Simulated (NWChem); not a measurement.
The numbers come from NWChem runs, not from measurements. System: OPb, charge 0, spin multiplicity 1, at a geometry optimised with PBE/def2-SVP with def2 effective core potentials on Pb. The structure started from a generated list of species. Level: BP86/def2-TZVP with def2 effective core potentials on Pb.

Part of the output:

```
             Northwest Computational Chemistry Package (NWChem) 7.3.0
             --------------------------------------------------------

                                NWChem Input Module
                                -------------------

 Scaling coordinates for geometry "geometry" by  1.889725989
 (inverse scale =  0.529177249)

 Turning off AUTOSYM since
 SYMMETRY directive was detected!

                             Geometry "geometry" -> ""
                             -------------------------

 Output coordinates in angstroms (scale by  1.889725989 to convert to a.u.)

  No.       Tag          Charge          X              Y              Z
 ---- ---------------- ---------- -------------- -------------- --------------
    1 Pb                  82.0000     0.00000000     0.00000000     0.17463300
    2 O                    8.0000     0.00000000     0.00000000    -1.78998700

 Effective nuclear repulsion energy (a.u.)     176.6958879294

            Nuclear Dipole moment (a.u.)
            ----------------------------
        X                 Y               Z
 ---------------- ---------------- ----------------
     0.0000000000     0.0000000000     0.0000188973

      Symmetry information
      --------------------

 Group name             C2v
 Group number             16
 Group order               4
 No. of unique centers     2

      Symmetry unique atoms

     1    2


 Summary of "ao basis" -> "" (spherical)
 ------------------------------------------------------------------------------
       Tag                 Description            Shells   Functions and Types
 ---------------- ------------------------------  ------  ---------------------
 *                         def2-tzvp                  on all atoms

 Summary of "ao basis" -> "ao basis" (spherical)
 ------------------------------------------------------------------------------
       Tag                 Description            Shells   Functions and Types
 ---------------- ------------------------------  ------  ---------------------
 Pb                        def2-tzvp                16       50   6s5p3d2f
 O                         def2-tzvp                11       31   5s3p2d1f

 Summary of "ao basis" -> "ao basis" (spherical)
 ------------------------------------------------------------------------------
       Tag                 Description            Shells   Functions and Types
 ---------------- ------------------------------  ------  ---------------------
 Pb                        def2-tzvp                16       50   6s5p3d2f
 O                         def2-tzvp                11       31   5s3p2d1f

      Symmetry analysis of basis
      --------------------------

        a1         35
        a2          8
        b1         19
        b2         19

            General Information
            -------------------
          SCF calculation type: DFT
          Wavefunction type:  closed shell.
          No. of atoms     :     2
          No. of electrons :    30
           Alpha electrons :    15
            Beta electrons :    15
          Charge           :     0
          Spin multiplicity:     1
          Use of symmetry is: on ; symmetry adaption is: on
          Maximum number of iterations: 100
          AO basis - number of functions:    81
                     number of shells:    27
          Convergence on energy requested:  1.00D-06
          Convergence on density requested:  1.00D-05
          Convergence on gradient requested:  5.00D-04

              XC Information
              --------------
                    Becke 1988 Exchange Functional  1.000
                Perdew 1981 Correlation Functional  1.000 local
                Perdew 1986 Correlation Functional  1.000 non-local

             Grid Information
             ----------------
          Grid used for XC integration:  medium
          Radial quadrature: Mura-Knowles
          Angular quadrature: Lebedev.
          Tag              B.-S. Rad. Rad. Pts. Rad. Cut. Ang. Pts.
          ---              ---------- --------- --------- ---------
          Pb                  1.80      123           8.0       590
          O                   0.60       49           8.0       434
[...]
 !! scf_movecs_sym_adapt:   38 vectors were symmetry contaminated

  Symmetry fudging

 !! scf_movecs_sym_adapt:   38 vectors were symmetry contaminated

 d= 0,ls=0.0,diis     7   -268.2746197734 -3.55D-03  7.49D-03  2.34D-02     1.0

 !! scf_movecs_sym_adapt:   38 vectors were symmetry contaminated

  Symmetry fudging

 !! scf_movecs_sym_adapt:   38 vectors were symmetry contaminated

 d= 0,ls=0.0,diis     8   -268.0387734082  2.36D-01  6.67D-03  2.22D+00     1.1

 !! scf_movecs_sym_adapt:   38 vectors were symmetry contaminated

  Symmetry fudging

 !! scf_movecs_sym_adapt:   38 vectors were symmetry contaminated

 d= 0,ls=0.0,diis     9   -268.2771365712 -2.38D-01  2.41D-04  1.09D-03     1.1

 !! scf_movecs_sym_adapt:   38 vectors were symmetry contaminated

  Symmetry fudging

 !! scf_movecs_sym_adapt:   38 vectors were symmetry contaminated

 d= 0,ls=0.0,diis    10   -268.2771929979 -5.64D-05  9.80D-05  3.71D-04     1.1

 !! scf_movecs_sym_adapt:   38 vectors were symmetry contaminated

  Symmetry fudging

 !! scf_movecs_sym_adapt:   36 vectors were symmetry contaminated

 d= 0,ls=0.0,diis    11   -268.2772314263 -3.84D-05  2.32D-05  3.00D-05     1.2

 !! scf_movecs_sym_adapt:   38 vectors were symmetry contaminated

  Symmetry fudging

 !! scf_movecs_sym_adapt:   36 vectors were symmetry contaminated

 d= 0,ls=0.0,diis    12   -268.2772348099 -3.38D-06  6.84D-06  1.80D-06     1.2

 !! scf_movecs_sym_adapt:   38 vectors were symmetry contaminated

  Symmetry fudging

 !! scf_movecs_sym_adapt:   36 vectors were symmetry contaminated

 d= 0,ls=0.0,diis    13   -268.2772350225 -2.13D-07  4.23D-07  8.37D-09     1.2

         Total DFT energy =     -268.277235022517
      One electron energy =     -534.828122588299
           Coulomb energy =      243.873076518862
    Exchange-Corr. energy =      -24.728402787790
 Nuclear repulsion energy =       47.406213834709

 Numeric. integr. density =       30.000001352939

     Total iterative time =      0.9s

                  Occupations of the irreducible representations
                  ----------------------------------------------

                     irrep           alpha         beta
                     --------     --------     --------
                     a1                8.0          8.0
                     a2                1.0          1.0
                     b1                3.0          3.0
                     b2                3.0          3.0

                       DFT Final Molecular Orbital Analysis
                       ------------------------------------

 Vector   13  Occ=2.000000D+00  E=-2.301086D-01  Symmetry=a1
              MO Center= -9.0D-16,  5.9D-15, -9.7D-01, r^2= 2.7D+00
   Bfn.  Coefficient  Atom+Function         Bfn.  Coefficient  Atom+Function
  ----- ------------  ---------------      ----- ------------  ---------------
    58      0.400789  2 O  pz                 6     -0.327347  1 Pb s
    61      0.320878  2 O  pz                12      0.294171  1 Pb pz
    64      0.255183  2 O  pz                15     -0.244879  1 Pb pz
    18     -0.218687  1 Pb pz                24     -0.130543  1 Pb d  0
     3      0.125228  1 Pb s                  5     -0.078179  1 Pb s

 Vector   14  Occ=2.000000D+00  E=-2.288194D-01  Symmetry=b2
              MO Center= -3.8D-16, -1.3D-14, -1.4D+00, r^2= 1.6D+00
   Bfn.  Coefficient  Atom+Function         Bfn.  Coefficient  Atom+Function
  ----- ------------  ---------------      ----- ------------  ---------------
    57      0.418918  2 O  py                60      0.339798  2 O  py
    63      0.264598  2 O  py                17      0.211619  1 Pb py
    11     -0.196527  1 Pb py                14      0.159990  1 Pb py
    23      0.095600  1 Pb d -1              20      0.082291  1 Pb py
     8      0.041090  1 Pb py                33     -0.025847  1 Pb d -1

 Vector   15  Occ=2.000000D+00  E=-2.288194D-01  Symmetry=b1
              MO Center= -8.9D-15, -6.4D-16, -1.4D+00, r^2= 1.6D+00
   Bfn.  Coefficient  Atom+Function         Bfn.  Coefficient  Atom+Function
  ----- ------------  ---------------      ----- ------------  ---------------
    56      0.418918  2 O  px                59      0.339798  2 O  px
    62      0.264598  2 O  px                16      0.211619  1 Pb px
    10     -0.196527  1 Pb px                13      0.159990  1 Pb px
    25     -0.095600  1 Pb d  1              19      0.082291  1 Pb px
     7      0.041090  1 Pb px                35      0.025847  1 Pb d  1

 Vector   16  Occ=0.000000D+00  E=-1.142581D-01  Symmetry=b1
              MO Center=  1.1D-15, -5.7D-16, -3.8D-03, r^2= 3.7D+00
   Bfn.  Coefficient  Atom+Function         Bfn.  Coefficient  Atom+Function
  ----- ------------  ---------------      ----- ------------  ---------------
    16      0.536707  1 Pb px                10     -0.376525  1 Pb px
    13      0.302951  1 Pb px                19      0.284689  1 Pb px
    56     -0.236095  2 O  px                62     -0.200279  2 O  px
    59     -0.183445  2 O  px                35     -0.082150  1 Pb d  1
     7      0.078209  1 Pb px                25      0.074456  1 Pb d  1

 Vector   17  Occ=0.000000D+00  E=-1.142581D-01  Symmetry=b2
              MO Center= -1.3D-15,  8.3D-15, -3.8D-03, r^2= 3.7D+00
   Bfn.  Coefficient  Atom+Function         Bfn.  Coefficient  Atom+Function
  ----- ------------  ---------------      ----- ------------  ---------------
    17      0.536707  1 Pb py                11     -0.376525  1 Pb py
    14      0.302951  1 Pb py                20      0.284689  1 Pb py
    57     -0.236095  2 O  py                63     -0.200279  2 O  py
    60     -0.183445  2 O  py                33      0.082150  1 Pb d -1
     8      0.078209  1 Pb py                23     -0.074456  1 Pb d -1

 Vector   18  Occ=0.000000D+00  E=-2.087827D-02  Symmetry=a1
              MO Center= -2.0D-16, -1.4D-15,  3.1D-01, r^2= 6.2D+00
   Bfn.  Coefficient  Atom+Function         Bfn.  Coefficient  Atom+Function
  ----- ------------  ---------------      ----- ------------  ---------------
    21      0.782367  1 Pb pz                 5     -0.275223  1 Pb s
    34      0.210596  1 Pb d  0              12     -0.197991  1 Pb pz
    58      0.198811  2 O  pz                24     -0.188378  1 Pb d  0
    61      0.176455  2 O  pz                15      0.171933  1 Pb pz
    55      0.156614  2 O  s                  3      0.154145  1 Pb s

 center of mass
 --------------
 x =   0.00000000 y =   0.00000000 z =   0.06487391

 moments of inertia (a.u.)
 ------------------
         204.719065377984           0.000000000000           0.000000000000
           0.000000000000         204.719065377984           0.000000000000
           0.000000000000           0.000000000000           0.000000000000

     Multipole analysis of the density
     ---------------------------------

     L   x y z        total         alpha         beta         nuclear
     -   - - -        -----         -----         ----         -------
     0   0 0 0     -0.000000    -15.000000    -15.000000     30.000000

     1   1 0 0      0.000000      0.000000      0.000000      0.000000
     1   0 1 0     -0.000000     -0.000000     -0.000000      0.000000
     1   0 0 1      1.747061     10.773777     10.773777    -19.800492

     2   2 0 0    -22.598811    -11.299405    -11.299405      0.000000
     2   1 1 0      0.000000      0.000000      0.000000      0.000000
     2   1 0 1      0.000000      0.000000      0.000000      0.000000
     2   0 2 0    -22.598811    -11.299405    -11.299405      0.000000
     2   0 1 1      0.000000      0.000000      0.000000      0.000000
     2   0 0 2    -30.744544    -62.337758    -62.337758     93.930971

 Task  times  cpu:        1.2s     wall:        1.2s

 Total times  cpu:        1.3s     wall:        1.3s
```

Question: Write an NWChem input that would produce this output.

Answer: One answer among several that fit: 
```
start mol
memory heap 200 mb stack 900 mb global 1100 mb
geometry units angstroms nocenter noautoz
  Pb     0.000000     0.000000     0.174633
  O      0.000000     0.000000    -1.789987
  symmetry group C2v
end
basis spherical
  * library def2-tzvp
end
ecp
  Pb library def2-ecp
end
dft
  xc becke88 perdew86
  semidirect memsize 60000000 filesize 0
  iterations 100
end
task dft energy
```
